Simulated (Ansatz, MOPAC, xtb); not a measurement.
The molecule OF, multiplicity 2 (the spin of the measured ground state).

The constants come from a fifth-degree fit in 1/R (seven points, main isotopes). In def2 and cc sets the state is the lowest found near the PBE0 minimum, followed along R.

Correlated levels freeze the cores. The state that PM3 reach isn't checked.

Codes used: Ansatz (a first-principles code) with Gaussian orbitals; MOPAC for PM3 (differences of heats of formation); xtb for the GFN methods. Each number belongs to the level named beside it. The GFN methods have no spin term and hold the electronic entropy of 300 K.

D_e counts from each atom's lowest state at the same level, without counterpoise or zero-point energy.

| level | r_e (Å) | ω_e (cm⁻¹) | ω_e x_e (cm⁻¹) | D_e (eV) | dipole (D) |
|---|---|---|---|---|---|
| PM3 | 1.310 | 1237 | 17 | - | - |
| GFN1-xTB | 1.299 | 1295 | 6.9 | - | - |
| r2SCAN/def2-TZVPP | 1.350 | 1117 | 7.0 | 2.54 | 0.06 |
| B97M-V/def2-TZVPP | 1.347 | 1119 | 7.5 | 2.41 | 0.04 |
| PBE0/def2-TZVPP | 1.330 | 1169 | 7.6 | 2.36 | 0.05 |
| BHLYP/def2-TZVPP | 1.324 | (withheld) | 7.8 | 1.54 | 0.11 |
| wB97M-V/def2-TZVPP | 1.337 | 1166 | 7.5 | 2.39 | 0.04 |
| B2PLYP/def2-TZVPP | (withheld) | (withheld) | 1.1 | 2.26 | - |

Problem. Fill in the missing entries.

Solution. 
- B2PLYP/def2-TZVPP, r_e (Å): 1.349
- B2PLYP/def2-TZVPP, ω_e (cm⁻¹): 1114
- BHLYP/def2-TZVPP, ω_e (cm⁻¹): 1185

Measured for the ground state: r_e 1.354 Å [NIST CCCBDB]. ω_e 1053 cm-1, ω_e x_e 9.9194 cm-1, B_e 1.0587 cm-1, α_e 0.013295 cm-1 [Irikura, J. Phys. Chem. Ref. Data 36, 389 (2007)]. dipole 0.0043 D [compilation of Liu, Meijer and Pérez-Ríos].
